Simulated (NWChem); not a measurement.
System: SiNH5; SMILES N[SiH3]

B3LYP is NWChem's, with the RPA form of VWN correlation.

**Question.** Give the equilibrium geometry at B3LYP/6-31G* (spherical d) (NWChem) as an XYZ file, with the point group.

**Answer.** point group Cs; any orientation.
```
7

Si    -0.0081     0.5588     0.0000
N     -0.0430    -1.1795     0.0000
H     -0.7169     1.0254    -1.2211
H     -0.7169     1.0254     1.2211
H      1.3392     1.2117     0.0000
H      0.2685    -1.6706    -0.8303
H      0.2685    -1.6706     0.8303
```
